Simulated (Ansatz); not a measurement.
Ansatz (a first-principles code) job for C2H9NSi2, SMILES [SiH2]1CN(C1)[SiH3], PBE/def2-TZVPD. Coordinates come from a B3LYP-D3(BJ)/def2-SVP optimisation. The structure was generated by enumeration, and PubChem lists no compound with its InChIKey, so it may never have been made.

Ansatz 0.2 input:
```yaml
crystal:
  periodic: [false, false, false]
  atoms:
    - {symbol: Si, position_ang: [2.12593086, 0.03620579, -0.00000000]}
    - {symbol: N, position_ang: [0.38808085, 0.06413642, -0.00000000]}
    - {symbol: C, position_ang: [-0.48160787, -0.12699630, 1.18209704]}
    - {symbol: Si, position_ang: [-1.96784524, 0.06935040, 0.00000000]}
    - {symbol: C, position_ang: [-0.48160787, -0.12699630, -1.18209704]}
    - {symbol: H, position_ang: [2.73275750, -1.33765473, 0.00000000]}
    - {symbol: H, position_ang: [2.60275716, 0.73790749, -1.22786883]}
    - {symbol: H, position_ang: [2.60275716, 0.73790749, 1.22786885]}
    - {symbol: H, position_ang: [-0.32868051, 0.63087089, 1.96939149]}
    - {symbol: H, position_ang: [-0.39836437, -1.12812933, 1.65171078]}
    - {symbol: H, position_ang: [-2.59442454, 1.42208766, -0.00000000]}
    - {symbol: H, position_ang: [-3.04022777, -0.96851691, -0.00000000]}
    - {symbol: H, position_ang: [-0.32868051, 0.63087089, -1.96939149]}
    - {symbol: H, position_ang: [-0.39836436, -1.12812934, -1.65171079]}
basis:
  gaussian:
    orbitals: def2-TZVPD
hamiltonian:
  xc: {name: PBE}
```

Log of the run:

```
WARN ansatz: RAYON_NUM_THREADS=2 ignored (pool sized by the plan → 2); use --threads N
Functional definition: PBE
integrals: 0.27 GiB planned
1536 factors; their error is unknown
mean field: 1.83 GiB planned
mean field evaluation 1: about -19439.2213 eV, gradient 7.9e1 eV
mean field evaluation 2: about -19325.5869 eV, gradient 2.0e2 eV
mean field evaluation 4: about -19452.9678 eV, gradient 2.2e1 eV
mean field evaluation 8: about -19453.9343 eV, gradient 3.3e-1 eV
mean field evaluation 16: about -19453.8991 eV, gradient 3.2e-4 eV
mean field -19453.89913940 eV, -714.9176070464 hartree, gradient 5.6e-5 eV, S^2 0.000000; 0 other end points of the search recorded, 0 dependent functions left out
reference -19453.89920049 eV, -714.9176092915 hartree; 28, 28 occupied and 250, 250 virtual orbitals, 1536 factors
Total energy: -19453.89920049 eV, -714.9176092915 hartree
```

Self-consistency was reached.
